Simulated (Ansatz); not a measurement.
Species: BH₂, charge 0, multiplicity 2. SMILES: [BH2]
Geometry: optimised at B3LYP-D3(BJ)/def2-TZVP (Ansatz, a program for electronic structure).

Quantity: vertical electron affinity (to the triplet state of charge -1; a negative value means that the extra electron is unbound and the number depends on the basis; each state is the SCF solution reached for its spin), in eV. Cores are frozen in the correlated levels unless marked. Open shells are spin-unrestricted. Spin-orbit coupling is left out. No relativistic terms. Anions need diffuse functions: aug- sets have them; def2-D sets add few. CBS marks a two-point X^-3 extrapolation of the correlation energy; Hartree-Fock from the larger set.

```tsv
level	program	vertical electron affinity (eV)
HF/aug-cc-pVDZ	Ansatz	-0.42
HF/def2-TZVPPD	Ansatz	-0.55
HF/aug-cc-pVQZ	Ansatz	-0.42
HF/def2-QZVPPD	Ansatz	-0.49
PBE0/def2-TZVPD	Ansatz	0.20
wB97X/def2-TZVPD	Ansatz	-0.05
MP2/CBS(aug-cc-pVTZ,aug-cc-pVQZ)	Ansatz	0.16
```

Problem. Estimate the value at CCSD(T)/CBS(aug-cc-pVTZ,aug-cc-pVQZ) as computed with Ansatz.

Solution. 0.23 eV
